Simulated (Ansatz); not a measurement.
Relaxation of AlF$_{3}$H$_{2}$ (6 atoms, charge 0, multiplicity 1), to a largest force component of 0.03 eV/Å in at most 50 steps.

Theory: RKS B3LYP/def2-SVP in Ansatz 0.2.0.

```xyz
6
Properties=species:S:1:pos:R:3
Al 0.043 -0.458 -0.467
F -0.004 -0.186 2.397
F 1.444 0.212 -1.036
F -1.416 0.190 -0.893
H 0.092 -1.776 0.374
H -0.023 -1.065 2.095
```

Problem. Where does it end, and by what steps?

Solution. It converged. After 10 steps the energy has fallen by 0.473 eV; F2 moved furthest, 0.67 Å. Joined: Al1–F2.

| step | energy less start (eV) | largest force component (eV/Å) | accepted |
| --- | --- | --- | --- |
| 0 | 0.0000 | 0.407 | yes |
| 1 | -0.0846 | 1.692 | yes |
| 2 | -0.2384 | 1.671 | yes |
| 3 | -0.4156 | 0.680 | yes |
| 4 | -0.4287 | 0.246 | yes |
| 5 | -0.4471 | 0.131 | yes |
| 6 | -0.4568 | 0.193 | yes |
| 7 | -0.4650 | 0.585 | yes |
| 8 | -0.4685 | 0.312 | yes |
| 9 | -0.4730 | 0.069 | yes |
| 10 | -0.4733 | 0.015 | yes |

```xyz
6
Properties=species:S:1:pos:R:3
Al 0.018 -0.527 -0.235
F 0.019 -0.059 1.740
F 1.428 0.242 -0.676
F -1.421 0.192 -0.662
H 0.048 -2.073 0.073
H 0.044 -0.858 2.232
```

Whether the end is a true minimum wasn't checked by a vibrational analysis.

The run took 7 s on 2 threads of Intel(R) Xeon(R) 6975P-C (Granite Rapids) (shared host), peak memory 0.14 GiB.
